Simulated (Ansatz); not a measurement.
The cluster MgI₂ (the lowest singlet isomer of a short search), 3 atoms. Hardware: 4 threads of Arm Neoverse V1 on a shared host.

In the def2 sets I takes a core potential; there is no spin–orbit coupling. Correlated methods freeze 9 core orbitals; core or outer-core shells of Mg, I are correlated, in sets that lack core-valence functions.

**Question.** How many basis functions does each of these Ansatz runs have, and roughly what does it cost? B3LYP-D4/def2-TZVP, charge 0 triplet, energy, from earlier orbitals; B2PLYP/def2-TZVP, charge 0 quintet, energy, from earlier orbitals; MP2/def2-TZVP, charge 0 singlet, energy, from earlier orbitals; ωB97X-V/def2-TZVP, charge 0 quintet, energy, from earlier orbitals; r2SCAN-D4/def2-TZVP, charge 0 singlet, relaxation, 3 steps; B97M-V/def2-TZVP, charge 0 quintet, energy, from earlier orbitals; B2PLYP/def2-TZVP, charge 0 triplet, energy, from earlier orbitals; r2SCAN-D4/def2-TZVP, charge 0 singlet, energy, from earlier orbitals; PBE0-D4/def2-SVP, charge -1 doublet at the geometry of the charge 0 singlet, energy with a search over starts; PBE-D4/def2-TZVPD, charge 0 singlet, energy, from earlier orbitals; B97M-V/def2-TZVP, charge 0 singlet, energy, from earlier orbitals; CCSD(T)/def2-TZVPP, charge 0 singlet, energy, from earlier orbitals.

**Answer.** Other jobs shared the machine, so times can vary by a factor of up to 3. A dash marks memory too small to be measured apart from the calling script's.

| run | functions | fitting or Cholesky vectors | wall time | peak host memory (GiB) |
| --- | --- | --- | --- | --- |
| MP2/def2-TZVP, charge 0 singlet, energy, from earlier orbitals | 132 | 1240 | 1 s | – |
| PBE-D4/def2-TZVPD, charge 0 singlet, energy, from earlier orbitals | 153 | 1136 | 1.3 s | – |
| r2SCAN-D4/def2-TZVP, charge 0 singlet, energy, from earlier orbitals | 132 | 1022 | 1.7 s | – |
| PBE0-D4/def2-SVP, charge -1 doublet at the geometry of the charge 0 singlet, energy with a search over starts | 70 | 812 | 1.8 s | – |
| B3LYP-D4/def2-TZVP, charge 0 triplet, energy, from earlier orbitals | 132 | 1110 | 2.4 s | – |
| B2PLYP/def2-TZVP, charge 0 triplet, energy, from earlier orbitals | 132 | 1240 | 3.4 s | – |
| B97M-V/def2-TZVP, charge 0 singlet, energy, from earlier orbitals | 132 | 1022 | 3.6 s | – |
| r2SCAN-D4/def2-TZVP, charge 0 singlet, relaxation, 3 steps | 132 | 1022 | 4 s | – |
| CCSD(T)/def2-TZVPP, charge 0 singlet, energy, from earlier orbitals | 132 | 1240 | 4.9 s | 0.68 |
| B2PLYP/def2-TZVP, charge 0 quintet, energy, from earlier orbitals | 132 | 1240 | 36 s | – |
| B97M-V/def2-TZVP, charge 0 quintet, energy, from earlier orbitals | 132 | 1022 | 79 s | – |
| ωB97X-V/def2-TZVP, charge 0 quintet, energy, from earlier orbitals | 132 | 1240 | 2 min | 0.73 |
